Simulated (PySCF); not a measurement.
Predicted microwave data (PBE0-D3(BJ)/def2-SVP geometry optimisation, gas phase, def2 core potentials past Kr (PySCF 2.14.0)) for one isomer of C3H3IO:

| Quantity | Value |
| --- | --- |
| Rotational constants | A = 4980, B = 1582, C = 1210 MHz |
| Dipole components | \|μa\| = 0.16 D, \|μb\| = 1.64 D, \|μc\| = 0.00 D |
| Inertial defect | -3.21 u·Å² |
| κ | -0.80 |

Problem. Which candidate fits, each taken in the one conformer that was computed?
A. `[OH:1][C@H:2]1[CH:3]=[C:4]1[I:5]` with H–O1–C2–C3 -175°
B. `[CH2:1]=[CH:2][C:3](=[O:4])[I:5]` with C1–C2–C3–O4 1°
C. `CC(I)=C=O`

Solution. C. It is CC(I)=C=O, an asymmetric top, point group Cs. The candidates at the same level (rigid rotor, commonest isotopes):

| SMILES | A (MHz) | B (MHz) | C (MHz) | μa (D) | μb (D) | μc (D) | Δ (u·Å²) | point group | rotor |
| --- | --- | --- | --- | --- | --- | --- | --- | --- | --- |
| CC(I)=C=O | 4980 | 1582 | 1210 | 0.16 | 1.64 | 0.00 | -3.21 | Cs | asymmetric top |
| C=CC(=O)I | 8496 | 1296 | 1124 | 2.38 | 2.16 | 0.00 | -0.01 | Cs | near-prolate asymmetric top |
| O[C@H]1C=C1I | 9935 | 1176 | 1085 | 0.37 | 0.12 | 1.18 | -14.97 | C1 | near-prolate asymmetric top |

`O[C@H]1C=C1I` has A 100 % too high; `C=CC(=O)I` has A 71 % too high. In the right answer the mirror of this Cs structure is the ab plane, so μc vanishes by symmetry. No structure here is proved a minimum.
